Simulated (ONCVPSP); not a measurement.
**Potentials for strontium compared**

Generated with ld1.x 7.5 (TM, RRKJ, ultrasoft, PAW), atompaw 4.2 or ONCVPSP 4.0.1. The cutoff is in Ry: for ld1.x and atompaw files where the sum of valence levels is converged to 10 mRy in a Bessel basis, for ONCV files where the hardest occupied wave has 1 mHa per electron of residual kinetic energy. The error is the largest all-electron minus pseudo excitation energy over each file’s own four to seven test configurations (ionisations up to +4, promotions, holes and added fractions of an electron), all of which were solved. The labels leave out finer settings (local radius, basis sizes, second energies), which also bear on the numbers. Spin-polarised tests are not counted. The rows are a selection from randomly drawn settings: files with unsolved tests, undetermined cutoffs or missed reference levels are left out.

```csv
potential,cutoff (Ry),largest error (meV),bound ghosts
"ONCV, PBEsol, scalar-relativistic, rc 2.30/1.80/2.30 (spd), local smoothed, core correction yes, reference 4s2 4p6 5s2, qcut 3.9/7.4/4.1, projectors 2/2/2",32,-5.2,none
"ONCV, PBE, scalar-relativistic, rc 2.40/2.40/2.25 (spd), local smoothed, core correction yes, reference 4s2 4p6 5s2, qcut 5.8/6.1/4.7, projectors 3/1/2",18,-6.0,none
"ONCV, BLYP, scalar-relativistic, rc 1.95/2.10/2.15 (spd), local smoothed, core correction yes, reference 4s2 4p6 5s1.75 5p0.25, qcut 7.6/6.2/4.5, projectors 2/3/2",33,-1.2,none
"ONCV, PBE, scalar-relativistic, rc 1.80/2.95/2.65 (spd), local smoothed, core correction yes, reference 4s2 4p6 5s1 5p1, qcut 6.2/5.8/4.1, projectors 2/2/2",29,-37,none
"ONCV, PBE, scalar-relativistic, rc 1.85/1.70/1.45 (spd), local smoothed, core correction no, reference 4s2 4p6 5s1, qcut 8/4.9/6.6, projectors 2/1/2",36,-3.6,none
"ONCV, PW91, scalar-relativistic, rc 1.75/2.20/1.75 (spd), local smoothed, core correction no, reference 4s2 4p6 5s2, qcut 7.5/6.1/5.6, projectors 2/2/1",36,+1.6,none
```

Question: Fill in the row for Sr: ONCV, PBEsol, scalar-relativistic, rc 2.95/1.80/2.85 (spd), local smoothed, core correction yes, reference 4p6 5s1, qcut 1.9/9.5/3.6, projectors 2/2/1.

Answer: cutoff 45 Ry, largest error +19 meV, bound ghosts: none.
